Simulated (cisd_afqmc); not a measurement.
Input (AFQMC/CISD/cc-pV(Q+d)Z; cisd_afqmc is a phaseless AFQMC code with CISD trial states that reads the integrals written by Ansatz): A basis named .json is the Basis Set Exchange file of that set.

Ansatz 0.2 input:
```python
import cisd_afqmc

open("ham.yaml", "w").write("""\
crystal:
  periodic: [false, false, false]
  atoms:
    - {symbol: F, position_ang: [-0.83528832, -0.66340543, -1.03974681]}
    - {symbol: C, position_ang: [-0.35267116, -0.00735052, 0.01180546]}
    - {symbol: F, position_ang: [-0.83989496, 1.23022778, 0.00168325]}
    - {symbol: F, position_ang: [-0.76395517, -0.61765988, 1.11971226]}
    - {symbol: Cl, position_ang: [1.41578077, 0.02950829, -0.04739241]}
basis:
  gaussian:
    orbitals: cc-pV_Q+d_Z.json
magnetization: {spin_polarized: false}
correlation: {method: ccsd, electrons: outside_noble_gas, hamiltonian_folder: ham}
""")
rep = cisd_afqmc.ansatz("ham.yaml")
e_ccsd = rep["correlation"]["coupled_cluster"]["energy"]["hartree"]
out = cisd_afqmc.run("ham", e_ccsd, trial="CISD", walkers=1000, populations=1, threads=12, dt=0.005, steps=40, early=24, settle=10, least=100,
    cut=5e-5, rank_cut=2e-4, target=0.0004, seconds=1500, seed=4, memory=62639, gpu=True)
```

Output:

```
orbitals 275, occupied [16], factors 1577 of 1778, rank of the doubles 1333 of 4144
E(HF) = -795.864545
E(CCSD) on the cut factors = -797.067083, shift to the whole factors -0.000002
Energy of the trial state on the determinant = -797.067160
  tau behind 7.2 of longer steps, mean of the populations' last blocks
   2.0  -797.11532
   4.0  -797.11447
   6.0  -797.11466
   8.0  -797.11232
  10.0  -797.11252
  12.0  -797.11652
  14.0  -797.11497
  16.0  -797.11565
  18.0  -797.11576
  20.0  -797.11713
  22.0  -797.11407
  24.0  -797.11637
  26.0  -797.11031
  28.0  -797.11557
  30.0  -797.11254
  32.0  -797.11645
  34.0  -797.11591
  36.0  -797.11323
  38.0  -797.11101
  40.0  -797.11494
  42.0  -797.11057
  44.0  -797.11666
  46.0  -797.11555
blocks 228 (0 outliers left out), error by blocks joined: 1: 0.00031, 2: 0.00037, 4: 0.00040, 8: 0.00039, 16: 0.00036
E(AFQMC/CISD) = -797.11431 +/- 0.00040
```
